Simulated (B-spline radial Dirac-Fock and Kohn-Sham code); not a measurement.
X-ray form factors of zinc in several charge states

Model: Dirac-Fock densities. Program: a radial finite-basis atomic code.

Configurations: Zn⁶⁺ [Ar] 3d6; Zn⁸⁺ [Ar] 3d4; Zn¹⁰⁺ [Ar] 3d2; Zn¹³⁺ [Ne] 3s2 3p5; Zn¹⁴⁺ [Ne] 3s2 3p4. The first column is f₀ of Zn⁶⁺, the others are differences from it.

```
s (Å⁻¹)    Zn⁶⁺  Δ Zn⁸⁺  Δ Zn¹⁰⁺  Δ Zn¹³⁺  Δ Zn¹⁴⁺
      0  24.000  -2.000   -4.000   -7.000   -8.000
    0.1  23.412  -1.869   -3.769   -6.651   -7.616
    0.2  21.787  -1.526   -3.152   -5.708   -6.574
    0.3  19.479  -1.087   -2.342   -4.430   -5.152
    0.4  16.912  -0.669   -1.540   -3.111   -3.666
    0.5  14.440  -0.347   -0.887   -1.969   -2.359
    0.7  10.545  -0.026   -0.158   -0.528   -0.660
    0.9   8.200  +0.035   +0.039   -0.004   -0.006
    1.1   6.904  +0.026   +0.054   +0.102   +0.131
    1.4   5.790  +0.021   +0.052   +0.096   +0.101
```

Values without a named source are computed, but for edge energies of neutral atoms, which are taken from tables.
